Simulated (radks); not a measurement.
Results of a calculation; reference values are marked as such.
The nitrogen anion N3-, [Ne], held by a Watson sphere: a shell of charge +3 at radius R that stands for the Madelung well of a crystal (potential energy -3/R inside, -3/r outside, in hartree with lengths in bohr). Level of theory: non-relativistic Kohn-Sham, LDA (Slater exchange, Perdew-Wang correlation), spin-polarised, spherical densities, point nucleus (a radial shooting solver on a logarithmic mesh with Libxc functionals). Response by self-consistent Sternheimer equations with the Hartree and adiabatic LDA kernel. The sphere does not respond.

R (bohr)  e(1s) (eV)  e(2s) (eV)  e(2p) (eV)  <r> 2p (bohr)  sum of <r^2> (bohr^2)  X-ray form factor at sin(theta)/lambda = 0.1 1/angstrom  alpha (bohr^3)
2.65         -374.99     -15.789      -5.692          2.015                  38.20                                                    7.791           42.97
2.76         -375.04     -15.468      -5.431          2.060                  39.86                                                    7.727           48.45
2.79         -375.06     -15.385      -5.363          2.071                  40.32                                                    7.709           50.05
2.83         -375.07     -15.278      -5.274          2.087                  40.94                                                    7.686           52.25
3.95         -375.09     -13.406      -3.509          2.530                  60.71                                                    7.116           158.4

Estimate the row for R = 3.41 bohr.

Answer. e(1s) (eV) -375.13; e(2s) (eV) -14.081; e(2p) (eV) -4.206; <r> 2p (bohr) 2.318; sum of <r^2> (bohr^2) 50.53; X-ray form factor at sin(theta)/lambda = 0.1 1/angstrom 7.372; alpha (bohr^3) 95.20.
